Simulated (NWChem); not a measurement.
# phosphorus nitride (PN); SMILES N#P

```xyz
2

N      0.0000     0.0000     1.0126
P      0.0000     0.0000    -0.4822
```
Atoms are numbered in this order, from 1.

Computed with NWChem. All runs use the structure optimised with B3LYP/6-31G* (spherical d). Ions are spin-unrestricted doublets at the neutral geometry; other ion states weren't tried.

For level CAM-B3LYP/aug-cc-pVTZ:

- −ε(HOMO) (eV): 10.79

Question: Estimate the same quantities for level CAM-B3LYP/cc-pVDZ.

Answer: 
| Item | Result |
|---|---|
| −ε(HOMO) (eV) | 10.48 |
